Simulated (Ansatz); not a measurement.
System: PN, charge 1, doublet. PN+ (parent SMILES N#P, doublet).
B3LYP-D3(BJ)/def2-TZVP minimum from Ansatz (a program for electronic structure):
```xyz
2

N      0.0000     0.0000    -1.0056
P      0.0000     0.0000     0.4693
```
Charge +1, spin multiplicity 2.

Total energies in aug-cc-pV(T+d)Z, 9 correlated electrons, 6 frozen orbitals. UHF or UKS for unpaired electrons; spin-orbit terms are left out. Correlated methods leave the cores frozen. No relativity. The UHF reference of NP+ (parent SMILES N#P, doublet) is spin-contaminated (<S^2> up to 0.66 over the pure value in the sets run). The spin of NP+ (parent SMILES N#P, doublet) was assumed, and the state is the lowest solution found for it.

```
method    program  energy (Eh)  minus CCSDT(Q) (mEh)
--------  -------  -----------  --------------------
HF         Ansatz   -394.80862                317.63
MP2        Ansatz   -395.05226                 73.99
CCSD       Ansatz   -395.10169                 24.56
CCSD(T)    Ansatz   -395.12021                  6.04
CCSDT(Q)   Ansatz   -395.12625                  0.00
```

Rough core times of Ansatz's runs on a shared machine: CCSD(T) 3 min, CCSDT(Q) 10 min.
